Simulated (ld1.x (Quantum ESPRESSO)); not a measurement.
## molybdenum: one change to a TM potential, before and after

ld1.x (Quantum ESPRESSO) 7.5 input, shortened:

```
&input
   title='Mo', zed=42., rel=1, dft='WC', iswitch=3,
   config='[Kr] 4d4 5s0 5p0'
 /
 &inputp
   pseudotype=2, tm=.true., lloc=-1, rcloc=1.60,
   nlcc=.false.
 /
3
4S  1  0   2.00   0.00  1.20  1.20  0.0
4P  2  1   6.00   0.00  2.10  2.10  0.0
4D  3  2   4.00   0.00  2.45  2.45  0.0
 &test
   configts(1)='4s2 4p6 4d4 5s0 5p0'
 /
```

Change: local potential all-electron potential smoothed inside 2.15 bohr (lloc = -1).

Cutoffs: the cutoffs (Ry, on a coarse ladder) from which the occupation-weighted sum of valence levels, in a spherical-Bessel basis at the reference potential, stays within 10 and 1 mRy of its value at 400 Ry; they do not see the model core or the augmentation charge, which bear on the density cutoff. Errors are all-electron minus pseudo energies relative to the spin-unpolarised reference configuration.

What does the change do?

The potential gets neither clearly harder nor softer (90 Ry and 160 Ry → 90 Ry and 160 Ry); a bound ghost appears in s, which as a rule spoils a file; the number of tests that count goes from 7 to 3; of the 3 tests that both files solve, the error grows in 0 and shrinks in 3 by more than 15 % and 0.3 meV (median size 14.0 → 9.3 meV); the range in which the s phases agree narrows (upper end 5.0 → -3.0); the range in which the p phases agree widens (upper end -0.7 → at the end of the scan). In the separable form a ghost depends on how the local part lies against the semilocal potential of the channel, so the choice of the local part can create or remove one.

| quantity | base | changed |
| --- | --- | --- |
| cutoff, loose | 90 Ry | 90 Ry |
| cutoff, tight | 160 Ry | 160 Ry |
| bound ghosts | none | s |
| tests counted (converged, no solver errors) | 7 of 7 | 3 of 7 |
| error for 4s2 4p6 4d5 5s0 5p0, meV [ΔE -15.45 eV] | +2.1 | -1.6 |
| error for 4s2 4p6 4d3 5s0 5p0, meV [ΔE 26.73 eV] | +14 | +9.3 |
| error for 4s2 4p6 4d5 5s0 5p1, meV [ΔE -19.11 eV] | +22 | -13 |
| s: phases at 2.63 bohr within 0.05 rad from the reference energy up to (Ry; the scan ends near 5) | 5.0 | -3.0 |
| p: phases at 2.63 bohr within 0.05 rad from the reference energy up to (Ry; the scan ends near 5) | -0.7 | to the end of the scan |
| d: phases at 2.63 bohr within 0.05 rad from the reference energy up to (Ry; the scan ends near 5) | 1.0 | 0.8 |

Changed file: Tests not counted: 4s2 4p6 4d5 5s1 5p0 (solver errors, printed error -2.8 eV); 4s1 4p6 4d5 5s1 5p0 (solver errors, printed error -3.4 eV); 4s2 4p5 4d5 5s1 5p0 (solver errors, printed error -3.4 eV); 4s2 4p6 4d4 5s2 5p0 (solver errors, printed error -12.3 eV). A true bound ghost makes a file unfit for plane-wave use even where its test errors are small: the radial tests pick states by their node count and pass the ghost by. Where a test does run into it, the solver fails or the error is huge.
